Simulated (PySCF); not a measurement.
# Assignment exercise: C2H11PSi2

Atoms are numbered as in `[CH3:1][SiH:2]([CH3:3])[SiH2:4][PH2:5]` (H(Xn): hydrogen on atom n).

Method: GFN2-xTB structure, GIAO PBE0/pcSseg-1 shieldings, in PySCF 2.14.0 with density-fitted response routines (equivalent nuclei averaged, non-relativistic Hamiltonian, a single conformation, gas phase).

δ = σ(ref) − σ, references computed at the same level: ¹H against TMS.

**Question.** Assign these signals to the numbered atoms. ¹H NMR (500 MHz, computed): δ 4.25 (m, 1H), 3.78 (m, 2H), 0.90 (m, 2H), 0.21 (d, 6H).

**Answer.** 
| δ (ppm) | atoms | environment | reason |
| --- | --- | --- | --- |
| 4.25 | H(Si2) | hydrogen on a silicon bonded to 2 C, Si | – |
| 3.78 | H(Si4) | hydrogen on a silicon bonded to P, Si | – |
| 0.90 | H(P5) | hydrogen on a phosphorus bonded to Si | – |
| 0.21 | H(C1)/H(C3) | hydrogen on a methyl carbon bonded to Si | an electropositive neighbour shields it, as in TMS itself |

No couplings were computed; multiplicities are counted from neighbouring protons, with m where these are inequivalent, close in shift, in a saturated or five-membered ring or joined by F or P, and br s for small geminal =CH2 splittings.
